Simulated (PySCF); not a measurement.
TPSSh on Sb⁻ (antimony, charge -1), [Kr] 4d10 5s2 5p4, high-spin 3P determinant. Calculation: PySCF 2.14, in def2-TZVPPD with the def2 core potential (28 electrons) (7s5p4d2f, 56 functions); scalar relativity through the core potential.

```
cycle= 1 E= -240.160861652847  delta_E= -0.00742  |g|= 0.033  |ddm|= 0.322
cycle= 2 E= -240.161139167807  delta_E= -0.000278  |g|= 0.0158  |ddm|= 0.0709
cycle= 3 E= -240.161190517979  delta_E= -5.14e-05  |g|= 0.00222  |ddm|= 0.0161
cycle= 4 E= -240.161192970853  delta_E= -2.45e-06  |g|= 0.000884  |ddm|= 0.00669
cycle= 5 E= -240.161193550944  delta_E= -5.8e-07  |g|= 6.12e-05  |ddm|= 0.0023
cycle= 6 E= -240.161193557666  delta_E= -6.72e-09  |g|= 1.01e-05  |ddm|= 0.000315
cycle= 7 E= -240.161193557816  delta_E= -1.5e-10  |g|= 6.51e-07  |ddm|= 5.22e-05
converged SCF energy = -240.161193557816  <S^2> = 2.0040102  2S+1 = 3.0026723
```

Highest occupied orbital energy: 1.470 eV; ⟨L²⟩ = 2.02; populations by l: s 4.00, p 10.00, d 10.00, f 0.00.

Problem. Can this result be used?

Solution. With care. Self-consistency was reached. Energies and moments cover only the electrons outside the core potential. At TPSSh the highest occupied level has a positive energy, so only the finite basis holds that electron; in a semilocal or global hybrid functional this comes from self-interaction and does not mean that the real anion is unbound.
